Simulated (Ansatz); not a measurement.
This geometry of BBrCl2 + H2 (6 atoms, charge 0, multiplicity 1) is a first-order saddle point.

Theory: RKS PBE/def2-SVP (Ansatz 0.2.0).

```xyz
6
Properties=species:S:1:pos:R:3
B 0.020 -0.368 0.131
Br 1.044 1.596 -0.503
Cl 0.400 -1.638 -1.045
Cl 0.234 -0.609 1.873
H -0.520 0.916 -0.352
H -1.178 0.104 -0.103
```

Task: Which two structures does it join? (They come from a converged band through this point; their orientation in space is the band's.)

Result: Bonds broken: B1–Br2, H5–H6. Bonds formed: B1–H6, Br2–H5. BBrCl2 + H2 becomes BCl2H + BrH.

First end point:

```xyz
6
Properties=species:S:1:pos:R:3
B 0.990 -0.514 0.233
Br 1.771 1.151 -0.307
Cl 0.726 -1.781 -0.947
Cl 0.543 -0.771 1.907
H -1.795 1.252 -0.556
H -2.235 0.663 -0.330
```

Last end point:

```xyz
6
Properties=species:S:1:pos:R:3
B -0.185 -1.039 0.358
Br 0.883 2.309 -0.769
Cl 0.605 -1.996 -0.874
Cl 0.444 -0.980 1.988
H -0.543 2.150 -0.792
H -1.204 -0.444 0.090
```

Task: How far does it lie above each of them?

Result: 109.3 kJ/mol above the first and 62.6 kJ/mol above the second. This is the barrier of this one path; another mechanism may lie lower. The orbitals stay closed-shell, which can raise the energy where a bond breaks towards radicals; this wasn't checked here.

Run time: 4.1 min on 2 threads of Arm Neoverse V1, on a shared host, peak memory 0.13 GiB.
